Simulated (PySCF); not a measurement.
**Nuclear quadrupole coupling in `C[Si](C)(C)O`**

Species: C₃H₁₀OSi.
Structure used (PBE0-D3(BJ)/def2-TZVP), in Å, numbered top down from 1:
```
atom  x, y, z in Å
C1    -1.202    0.268   -1.279
Si2   -0.148    0.072    0.253
C3     0.140   -1.727    0.634
C4     1.472    0.974    0.006
O5    -0.942    0.670    1.583
H6    -0.702   -0.152   -2.156
H7    -1.411    1.321   -1.491
H8    -2.160   -0.245   -1.159
H9     0.703   -1.838    1.564
H10    0.709   -2.210   -0.165
H11   -0.807   -2.261    0.746
H12    1.995    0.604   -0.880
H13    1.311    2.047   -0.135
H14    2.132    0.845    0.867
H15   -1.107    1.612    1.608
```

Field gradients from the PBE0/pcSseg-2 density (PySCF, non-relativistic), principal values in atomic units, ordered |Vxx| ≤ |Vyy| ≤ |Vzz|:

```
atom      Vxx      Vyy     Vzz
  O5  -0.3258  -1.1175  1.4433
```

Task: Find the asymmetry η = (Vxx − Vyy)/Vzz and the couplings χ = eQV/h (234.96 MHz × Q in barn × V in au), with Q(17O) = −0.0256 b.

Result: 
```json
{"atom": "O5", "environment": "silanol oxygen", "nucleus": "17O", "η": "0.55", "χzz (MHz)": "-8.68", "χxx (MHz)": "1.96", "χyy (MHz)": "6.72"}
```

The tensor is traceless: Vxx + Vyy + Vzz = 0.

Task: What is Vzz at O5 in SI units (1 au = 9.71736 × 10²¹ V/m²)?

Result: 1.4433 au = 14.025 × 10²¹ V/m².

Task: What couplings would deuterons (Q(2H) = 0.00286 b) have in place of the hydrogens, at this geometry?

Result: 
```
atom  bonded to  bond length (Å)  Vzz (au)     η  χzz (kHz)
  H6         C1            1.094    0.2907  0.03        195
  H7         C1            1.094    0.2910  0.03        196
  H8         C1            1.093    0.2912  0.03        196
  H9         C3            1.093    0.2909  0.03        196
 H10         C3            1.093    0.2914  0.02        196
 H11         C3            1.093    0.2914  0.03        196
 H12         C4            1.094    0.2907  0.03        195
 H13         C4            1.095    0.2899  0.03        195
 H14         C4            1.092    0.2918  0.03        196
 H15         O5            0.957    0.4821  0.05        324
```

Isolated species at its PBE0-D3(BJ)/def2-TZVP geometry, gas phase.

The run behind these numbers computed NMR shieldings as well. The run took 60 s on Arm Neoverse V2, one thread, shared host, and the process peaked at 1.4 GiB of memory.
